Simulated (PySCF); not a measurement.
An unknown gives this computed stick spectrum. Method: PySCF 2.14.0, density-fitted response routines, TDDFT PBE0/def2-SVPD, vertical, gas phase, core orbitals frozen in the response. Geometries: GFN2-xTB, one conformer each.

```csv
state,ν̃ (cm⁻¹),f,"main configurations (H = HOMO, L = LUMO)"
S1,44270,0.0021,H→L (98%)
S2,55940,0.0043,H→L+1 (96%)
S3,60640,0.135,"H-1→L (74%), H→L+2 (14%)"
S4,61230,0.012,"H→L+2 (42%), H→L+3 (27%)"
S5,62140,0.0054,H-1→L+1 (95%)
S6,62930,0.064,"H→L+3 (46%), H→L+2 (21%)"
```

Triplets computed (Tamm–Dancoff): 4.61, 4.91 eV.

Question: Which candidate is it? All have the formula C5H6N2.
A. `N#CCCCC#N`
B. `Cc1cncnc1`
C. `N#CC1=CCNC1`
D. `N#C[C@H]1CC=NC1`

Answer: D. Its S1 lies at 5.49 eV; the nearest of the others has S1 at 4.56 eV. S1 is HOMO→LUMO (98%). Löwdin shares by element: HOMO nitrogen 57% or more, carbon 25% or more (atoms not listed hold the other 18%); LUMO carbon 44% or more, nitrogen 36% or more, hydrogen 6% or more. At the same level the other candidates give, for their lowest levels:
- `N#CCCCC#N`: 7.84 eV (f 0.000); 7.88 eV (f 0.000); 8.19 eV (f 0.015); 8.23 eV (f 0.002); 8.26 eV (f 0.005); T1 6.47 eV; HOMO -9.68, LUMO -0.10 eV
- `Cc1cncnc1`: 4.28 eV (f 0.005); 4.74 eV (f 0.000); 5.69 eV (f 0.045); 5.72 eV (f 0.005); 6.11 eV (f 0.005); T1 3.75 eV; HOMO -7.29, LUMO -1.24 eV
- `N#CC1=CCNC1`: 4.56 eV (f 0.006); 5.92 eV (f 0.252); 6.26 eV (f 0.004); 6.50 eV (f 0.008); 6.85 eV (f 0.010); T1 3.53 eV; HOMO -7.24, LUMO -1.43 eV
